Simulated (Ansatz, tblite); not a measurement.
Removing an electron: [MoO3Br]- (MoBrO₃⁻). Total charge -1; singlet. Geometry: r2SCAN-D4/def2-SVPD. Ansatz, gas phase; energy differences of separate SCF runs; the oxidised species was run as a doublet alone.

```xyz
5

Mo   -0.1570    0.0028    0.0354
O    -0.9563   -1.2583   -0.8300
O    -0.3625   -0.2377    1.7320
O    -0.8223    1.5292   -0.4183
Br    2.2981   -0.0360   -0.5192
```

In the def2 sets Mo takes a core potential; there is no spin–orbit coupling. The xTB rows come from tblite. HOMO above LUMO, or a gap near zero within one spin, warns that the state may not be the lowest or that an electron is smeared out.

| level | −HOMO (eV) | vertical IE (eV) | −LUMO (eV) | HOMO–LUMO gap (eV) | remarks |
| --- | --- | --- | --- | --- | --- |
| GFN2-xTB | 7.01 | 10.40 | 2.86 | 4.15 | – |
| PBE-D4/def2-TZVPD | 2.20 | 5.26 | -2.10 | 4.30 | gap within one spin near zero (doublet) |
| PBE0-D4/def2-TZVPD | 3.78 | 5.62 | -2.83 | 6.62 | – |

Task: Estimate the rows for GFN1-xTB, r2SCAN-D4/def2-TZVPD.

Result: 
| level | −HOMO (eV) | vertical IE (eV) | −LUMO (eV) | HOMO–LUMO gap (eV) | remarks |
| --- | --- | --- | --- | --- | --- |
| GFN1-xTB | 6.99 | 10.45 | 1.95 | 5.03 | – |
| r2SCAN-D4/def2-TZVPD | 2.54 | 5.44 | -2.17 | 4.71 | gap within one spin near zero (doublet) |

  Raw xTB energy differences between charge states are shifted by several eV; the methods need an empirical correction for them.
